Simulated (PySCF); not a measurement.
Job file and geometry (Å, from GFN2-xTB) of an NMR shielding run on SMILES FCC1=C[Si@@H](F)C=CO1, C5H6F2OSi, GIAO PBE0/pcSseg-1 NMR shielding, non-relativistic, gas phase (PySCF); density fitting, a coarse starting grid and PySCF grid level 2 are the driver's defaults:

```
$ OMP_NUM_THREADS=1 python probes_run.py task.json out

{"job": {"kind": "nmr", "xc": "PBE0", "basis": "pcSseg-1"}, "charge": 0, "multiplicity": 1}
F     -3.012746    -0.944715    -0.294579
C     -2.383720     0.138852     0.248349
C     -0.881126     0.041580     0.109794
C     -0.248109    -0.950516    -0.518700
Si     1.609661    -1.001189    -0.629236
F      2.097838    -0.962679    -2.173759
C      1.986856     0.612387     0.224367
C      1.007111     1.360175     0.730434
O     -0.324631     1.121211     0.724920
H     -2.666028     0.185038     1.306782
H     -2.761725     1.029378    -0.268032
H     -0.866465    -1.720679    -0.951978
H      2.261468    -2.190464    -0.100604
H      2.991953     0.987054     0.333782
H      1.185250     2.302557     1.236547
```

Task: What does the program print?

Result: 
```
coarse grid: 14032 points
cycle   1  E = -757.6958007718  dE =  1.395e+00  |g| = 8.378e-01  |ddm| = 3.643e+00
cycle   2  E = -757.5637954684  dE =  1.320e-01  |g| = 1.219e+00  |ddm| = 1.481e+00
cycle   3  E = -757.8193179139  dE = -2.555e-01  |g| = 1.352e-01  |ddm| = 9.676e-01
cycle   4  E = -757.8225511267  dE = -3.233e-03  |g| = 6.933e-02  |ddm| = 1.844e-01
cycle   5  E = -757.8235008115  dE = -9.497e-04  |g| = 2.124e-02  |ddm| = 6.571e-02
cycle   6  E = -757.8235914085  dE = -9.060e-05  |g| = 4.713e-03  |ddm| = 1.878e-02
cycle   7  E = -757.8235959495  dE = -4.541e-06  |g| = 1.391e-03  |ddm| = 4.324e-03
final grid: 134616 points
cycle   8  E = -757.8995937491  dE = -3.126e-05  |g| = 1.061e-02  |ddm| = 2.463e-02
cycle   9  E = -757.8995597992  dE =  3.395e-05  |g| = 1.715e-02  |ddm| = 1.835e-02
cycle  10  E = -757.8996147492  dE = -5.495e-05  |g| = 1.991e-03  |ddm| = 1.231e-02
cycle  11  E = -757.8996157155  dE = -9.663e-07  |g| = 4.703e-04  |ddm| = 2.132e-03
cycle  12  E = -757.8996157592  dE = -4.371e-08  |g| = 1.507e-04  |ddm| = 4.787e-04
cycle  13  E = -757.8996157639  dE = -4.717e-09  |g| = 2.975e-05  |ddm| = 1.250e-04
cycle  14  E = -757.8996157640  dE = -1.512e-10  |g| = 1.399e-05  |ddm| = 3.459e-05
converged SCF energy = -757.8996157640

GIAO shielding tensors (ppm)
atom      isotropic    diamagn.    paramagn.     s11        s22        s33       span
  0 F      434.882     470.597     -35.715    406.744    416.778    481.125     74.381
  1 C      102.928     240.186    -137.257     76.274     80.787    151.723     75.449
  2 C       15.852     256.842    -240.989    -99.233     51.789     95.000    194.233
  3 C       86.199     262.429    -176.230    -21.154     87.025    192.724    213.878
  4 Si     380.028     878.499    -498.470    329.218    355.277    455.590    126.372
  5 F      341.253     467.288    -126.035    318.381    339.613    365.766     47.385
  6 C       79.334     264.451    -185.117    -33.661     92.176    179.487    213.148
  7 C       24.580     248.420    -223.840    -91.565     61.337    103.968    195.533
  8 O      120.539     400.956    -280.417    -14.822     51.876    324.563    339.386
  9 H       26.594      27.353      -0.759     22.199     27.357     30.225      8.027
 10 H       26.512      27.396      -0.883     22.198     27.185     30.154      7.956
 11 H       25.642      32.375      -6.734     22.992     24.071     29.861      6.870
 12 H       26.097      28.349      -2.253     22.912     24.287     31.091      8.179
 13 H       26.031      29.515      -3.484     24.721     25.755     27.616      2.895
 14 H       24.243      29.542      -5.299     20.049     25.067     27.615      7.566
```

Task: Turn these shieldings into chemical shifts. δ = σ(ref) − σ, references computed at the same level: CFCl3 for ¹⁹F (σ = 170.95 ppm); ¹³C (σ = 186.93 ppm), ²⁹Si (σ = 349.16 ppm), ¹H (σ = 31.72 ppm) against TMS; ¹⁷O (σ = 336.08 ppm) against H2O.

Result: Averaging equivalent atoms: F 5: -170.3; F 0: -263.9; C 2: 171.1; C 7: 162.3; C 6: 107.6; C 3: 100.7; C 1: 84.0; Si 4: -30.9; O 8: 215.5; H 14: 7.47; H 11: 6.08; H 13: 5.69; H 12: 5.62; H 10: 5.20; H 9: 5.12 ppm. Unscaled 19F shifts against computed CFCl3 carry errors that often reach 10 to 50 ppm. Experimental scales use liquid or dissolved standards, which lie at an offset from isolated H2O (liquid H2O: subtract about 36 ppm).

Size and cost of the density-fitted run: 190 basis functions, 17 s wall time on 1 thread of an AMD EPYC 9R45, shared host; peak memory 0.84 GiB.
